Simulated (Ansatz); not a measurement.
CrO2F, SMILES [O]=[Cr+](=[O])[F], charge +1, multiplicity 1.

Geometry: PBE0-D3(BJ)/def2-SVP. The spin state was assumed, not searched. The isomer is the one that the SMILES or the coordinates give; other isomers of the formula were not compared.

Two levels are set side by side: PBE/def2-SVPD (Ansatz, a program for electronic structure) and ωB97X-V/def2-SVPD (Ansatz). Energy differences of separate SCF runs at the same geometry. Differences are taken from unrounded values.

| quantity | ωB97X-V | PBE | PBE minus ωB97X-V |
|---|---|---|---|
| vertical singlet–triplet gap (eV) | 1.35 | 2.06 | 0.70 |
